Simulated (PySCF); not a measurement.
[SmOCl]− at several levels of theory

Computed with PySCF 2.14.0 (density fitting, no spin-orbit coupling) at the geometry relaxed with PBE0:

```xyz
3
[SmOCl]− (singlet in the valence; each metal's 4f electrons, 6 of them, lie in its core potential, out of spins and levels)
Sm    0.2975    0.0000   -0.3007
O     2.1087    0.0000    0.5653
Cl   -2.2728    0.0000    0.9023
```

| level | basis | state | HOMO (eV) | gap (eV) | charge on Sm1 (e) | population of f-type functions on Sm1 (polarisation alone where 4f lies in the core) | dipole about the centre of mass (D) | largest force component (eV/Å) |
| --- | --- | --- | --- | --- | --- | --- | --- | --- |
| PBE0 | Sm lcecp-0-SVP with ECP52, O def2-SVP, Cl def2-SVP | singlet | – | – | 0.20 | 0.04 | 7.31 | 0.02 |
| PBE | the same | singlet | – | – | 0.04 | 0.04 | 6.74 | 0.42 |
| PBE0 | Sm lcecp-0-TZVP with ECP52, O def2-TZVP, Cl def2-TZVP | singlet | – | – | 0.62 | 0.05 | 7.88 | 0.57 |

In the lcecp rows the 4f levels are missing from HOMO and gap, and the state counts the valence alone.

Charges are Mulliken's, which hang on the basis. The relaxation used the grid (50, 194), these runs (75, 302) or, all-electron (x2c bases, spin-free X2C Hamiltonian), (99, 590).

(1) What does TPSS with Sm lcecp-0-SVP with ECP52, O def2-SVP, Cl def2-SVP give here?

An lcecp potential fixes the number of 4f electrons, so in runs with it no electron can move into or out of that shell.

Small gap, closed shell not tested for a spin-broken solution: TPSS, PBE.

## Answers

(1) state singlet, charge on Sm1 (e) 0.12, population of f-type functions on Sm1 (polarisation alone where 4f lies in the core) 0.04, dipole about the centre of mass (D) 6.90, largest force component (eV/Å) 0.56. Time: 2.9 s on 2 threads of Arm Neoverse V1, with other jobs on the host, from an already converged density.
